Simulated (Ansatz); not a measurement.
Frontier orbitals of `C=[C](F)[AlH][OH]`.

```xyz
9

C    -1.550    0.497    0.399
C    -0.269    0.829    0.487
F     0.050    1.993    1.117
Al    1.210   -0.232   -0.223
O     0.699   -1.656   -0.986
H    -1.820   -0.426   -0.100
H    -2.341    1.118    0.808
H     2.733    0.169   -0.113
H     1.288   -2.291   -1.388
```

Total charge 0; spin multiplicity 1. The structure was optimised at the PBE0-D4/def2-TZVP level. It is one conformer, not always the lowest. Basis def2-TZVPP, the Gaussian-basis code of Ansatz.

Orbital energies of one run (eV). Highest occupied ones, from the top: -9.88, -10.71, -11.87, -12.06, -13.26, -13.77, -15.34, -15.87, -16.05, -17.19, -19.00, -24.02, -30.16, -36.45. Empty: 0.46, 1.66, 2.23, 2.75, 3.70, 4.00.

Question: Which functional gave them?
A. ωB97M-V
B. r2SCANh
C. LC-ωPBE
D. PBE0

Answer: A. HOMO energies: ωB97M-V -9.88, LC-ωPBE -10.35, r2SCANh -7.11, PBE0 -7.64 eV.

LC-ωPBE has ω = 0.4 bohr⁻¹.
